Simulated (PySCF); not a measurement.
A species of formula C4H7F3SSi has this rotational fingerprint, computed with PBE0/pcSseg-1 in PySCF (dipole) on a GFN2-xTB geometry, gas phase:

* Rotational constants: A = 2337, B = 605.7, C = 585.8 MHz
* Dipole components: |μa| = 1.78 D, |μb| = 1.35 D, |μc| = 0.43 D
* Inertial defect: -187.94 u·Å²
* κ: -0.98

Problem. Which candidate fits, each taken in the one conformer that was computed?
A. `[CH2:1]=[C:2]([CH2:3][C:4]([F:5])([F:6])[F:7])[S:8][SiH3:9]` with C1–C2–C3–C4 -80°, C1–C2–S8–Si9 25°
B. `[F:1][C:2]([F:3])([F:4])[SiH2:5][S:6][CH:7]1[CH2:8][CH2:9]1` with C2–Si5–S6–C7 31°, Si5–S6–C7–C8 72°
C. `[F:1][C:2]([F:3])([F:4])[S:5][C@@H:6]1[CH2:7][CH2:8][SiH2:9]1` with C2–S5–C6–C7 84°, S5–C6–C7–C8 -149°, C6–C7–C8–Si9 17°, C7–C8–Si9–C6 -13°, S5–C6–Si9–C8 139°
D. `[CH3:1][S:2]/[C:3](=[CH:4]/[CH:5]([F:6])[F:7])[SiH2:8][F:9]` with C1–S2–C3–C4 -1°, C3–C4–C5–F6 170°, S2–C3–Si8–F9 132°

Solution. A. It is C=C(CC(F)(F)F)S[SiH3], a near-prolate asymmetric top, point group C1. The candidates at the same level (rigid rotor, commonest isotopes):

```json
{"SMILES": "FC(F)(F)S[C@@H]1CC[SiH2]1", "A (MHz)": "2056", "B (MHz)": "830.9", "C (MHz)": "759.3", "μa (D)": "2.71", "μb (D)": "0.07", "μc (D)": "0.11", "Δ (u·Å²)": "-188.51", "point group": "C1", "rotor": "asymmetric top"}
{"SMILES": "C=C(CC(F)(F)F)S[SiH3]", "A (MHz)": "2337", "B (MHz)": "605.7", "C (MHz)": "585.8", "μa (D)": "1.78", "μb (D)": "1.35", "μc (D)": "0.43", "Δ (u·Å²)": "-187.94", "point group": "C1", "rotor": "near-prolate asymmetric top"}
{"SMILES": "CS/C(=C/C(F)F)[SiH2]F", "A (MHz)": "1223", "B (MHz)": "850.7", "C (MHz)": "560.4", "μa (D)": "2.89", "μb (D)": "0.71", "μc (D)": "0.12", "Δ (u·Å²)": "-105.33", "point group": "C1", "rotor": "asymmetric top"}
{"SMILES": "FC(F)(F)[SiH2]SC1CC1", "A (MHz)": "1879", "B (MHz)": "802.1", "C (MHz)": "673.5", "μa (D)": "1.21", "μb (D)": "0.10", "μc (D)": "0.99", "Δ (u·Å²)": "-148.62", "point group": "C1", "rotor": "asymmetric top"}
```

`CS/C(=C/C(F)F)[SiH2]F` has A 48 % too low; `FC(F)(F)S[C@@H]1CC[SiH2]1` has B 37 % too high; `FC(F)(F)[SiH2]SC1CC1` has B 32 % too high. No structure here is proved a minimum.
